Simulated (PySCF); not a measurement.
# Substituent effects on chemical shifts

Parent skeleton `[CH2:1]=[N:2][C:3](=[CH2:4])[O:5][SiH3:6]`; one hydrogen on atom 6 is replaced by X. Hydrogens on one atom are averaged.

- coordinates at the GFN2-xTB level
- GIAO PBE0/pcSseg-1 shieldings
- code: PySCF
- equivalent nuclei averaged, non-relativistic Hamiltonian, one computed conformer, gas phase

Shifts are taken against calculated references (same method and geometry level): ¹³C (σ = 186.93 ppm), ²⁹Si (σ = 349.16 ppm), ¹H (σ = 31.72 ppm) vs TMS; NH3 for ¹⁵N (σ = 267.73 ppm); ¹⁷O (σ = 336.08 ppm) vs H2O.

Known members:
| X | C1 | N2 | C3 | C4 | O5 | Si6 | H(C1) | H(C4) | H(Si6) |
| --- | --- | --- | --- | --- | --- | --- | --- | --- | --- |
| cBu | 153.2 | 386.7 | 164.2 | 103.6 | 106.6 | -5.8 | 7.51 | 4.62 | 5.11 |
| OCH3 | 153.7 | 396.1 | 169.7 | 79.3 | 143.7 | -36.8 | 7.43 | 3.90 | 4.91 |
| CHO | 154.2 | 395.9 | 164.2 | 81.0 | 116.9 | -34.8 | 7.47 | 4.26 | 4.80 |
| CN | 153.3 | 383.2 | 162.5 | 106.0 | 90.6 | -62.3 | 7.54 | 5.17 | 5.06 |
| COCH3 | 157.4 | 392.0 | 168.4 | 81.1 | 115.6 | -55.6 | 7.35 | 4.11 | 4.91 |

Four more derivatives gave (δ, ppm):
```
compound     C1     N2     C3     C4     O5    Si6  H(C1)  H(C4)  H(Si6)
       1  152.5  386.7  164.1  101.6   96.6  -23.2   7.50   4.85    5.15
       2  152.6  398.4  170.3   80.9  125.2  -34.1   7.38   3.90    5.15
       3  154.8  392.5  169.5   79.7  122.3  -29.0   7.47   3.93    5.25
       4  154.3  392.5  169.5   79.5  117.4  -17.3   7.50   3.99    4.75
```

Q: Their substituents are CH3, NHCH3, NHSiH3, iPr. Which is which?

A: 1: X = CH3 (C=NC(=C)O[SiH2]C); 2: X = NHCH3 (C=NC(=C)O[SiH2]NC); 3: X = NHSiH3 (C=NC(=C)O[SiH2]N[SiH3]); 4: X = iPr (C=NC(=C)O[SiH2]C(C)C).

Experimental scales use liquid or dissolved standards, which lie at an offset from isolated NH3 (liquid NH3: subtract about 20 ppm) and H2O (liquid H2O: subtract about 36 ppm). Unscaled 15N shifts of sp2 nitrogen come out 20 to 40 ppm too high even then.
